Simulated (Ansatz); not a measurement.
Molecule: SiBrF (charge +1, doublet). SMILES of the parent species: [Si](F)Br

Atoms: Si1, Br2, F3. Bonds: Si1-Br2, Si1-F3.

Bond lengths (Å) and angles (degrees) optimised at HF/STO-3G with Ansatz (a quantum-chemistry and plane-wave program); PBE/6-31G* with LANL2DZ past Ar with Ansatz; B3LYP/LANL2DZ with Ansatz; B3LYP/6-31G* with LANL2DZ past Ar with Ansatz, each started from the B3LYP-D3(BJ)/def2-TZVP structure (Ansatz) of the last column. A row stands for all coordinates that are equal there. 6-31G* holds six Cartesian d functions. No wavenumbers were computed at HF/STO-3G, PBE/6-31G* with LANL2DZ past Ar, B3LYP/LANL2DZ, so these may be saddle points.

```
coordinate  HF/STO-3G  PBE/6-31G* with LANL2DZ past Ar  B3LYP/LANL2DZ  B3LYP/6-31G* with LANL2DZ past Ar  B3LYP-D3(BJ)/def2-TZVP
----------  ---------  -------------------------------  -------------  ---------------------------------  ----------------------
Si1-Br2         2.186                            2.191          2.319                              2.196                   2.137
Si1-F3          1.566                            1.583          1.640                              1.568                   1.552
Br2-Si1-F3      114.0                            120.2          117.8                              119.5                   120.8
```

Mean signed difference of all 2 bond lengths from B3LYP-D3(BJ)/def2-TZVP: HF/STO-3G 0.031 Å, PBE/6-31G* with LANL2DZ past Ar 0.042 Å, B3LYP/LANL2DZ 0.135 Å, B3LYP/6-31G* with LANL2DZ past Ar 0.037 Å.
